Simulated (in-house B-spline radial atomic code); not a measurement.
RPA and G0W0 for O⁵⁺, [He] 2s1, highest spin, as one setting changes: the share of exact exchange in the PBE hybrid start. A dash marks a level of low quasi-particle weight. Computed with an all-electron radial atomic-structure program (B-spline basis): all electrons, non-relativistic, point nucleus, each spin shell either full or empty, empty states to l = 9 with an (l + 1/2)⁻⁴ tail; G0W0 by contour deformation at full frequency.

```json
{"share of exact exchange in the PBE hybrid start": "0", "mean-field level (eV)": "-128.21", "G0W0 level (eV)": "2s up -139.83", "RPA correlation (Eh)": "-0.15532"}
{"share of exact exchange in the PBE hybrid start": "0.1", "mean-field level (eV)": "?", "G0W0 level (eV)": "?", "RPA correlation (Eh)": "?"}
{"share of exact exchange in the PBE hybrid start": "0.2", "mean-field level (eV)": "-130.24", "G0W0 level (eV)": "2s up -139.69", "RPA correlation (Eh)": "-0.1433"}
{"share of exact exchange in the PBE hybrid start": "0.3", "mean-field level (eV)": "-131.26", "G0W0 level (eV)": "2s up -139.62", "RPA correlation (Eh)": "-0.13886"}
{"share of exact exchange in the PBE hybrid start": "0.4", "mean-field level (eV)": "-132.28", "G0W0 level (eV)": "2s up -139.56", "RPA correlation (Eh)": "-0.13509"}
{"share of exact exchange in the PBE hybrid start": "0.5", "mean-field level (eV)": "-133.29", "G0W0 level (eV)": "2s up -139.50", "RPA correlation (Eh)": "-0.13183"}
{"share of exact exchange in the PBE hybrid start": "0.6", "mean-field level (eV)": "?", "G0W0 level (eV)": "?", "RPA correlation (Eh)": "?"}
{"share of exact exchange in the PBE hybrid start": "0.7", "mean-field level (eV)": "-135.32", "G0W0 level (eV)": "2s up -139.40", "RPA correlation (Eh)": "-0.12641"}
{"share of exact exchange in the PBE hybrid start": "0.8", "mean-field level (eV)": "-136.33", "G0W0 level (eV)": "2s up -139.35", "RPA correlation (Eh)": "-0.12411"}
{"share of exact exchange in the PBE hybrid start": "0.9", "mean-field level (eV)": "-137.34", "G0W0 level (eV)": "2s up -139.31", "RPA correlation (Eh)": "-0.12202"}
{"share of exact exchange in the PBE hybrid start": "1", "mean-field level (eV)": "-138.36", "G0W0 level (eV)": "2s up -139.27", "RPA correlation (Eh)": "-0.1201"}
```

What belongs in the row for 0.1?

mean-field level (eV): -129.23; G0W0 level (eV): 2s up -139.76; RPA correlation (Eh): -0.14865.

What belongs in the row for 0.6?

mean-field level (eV): -134.30; G0W0 level (eV): 2s up -139.45; RPA correlation (Eh): -0.12896.
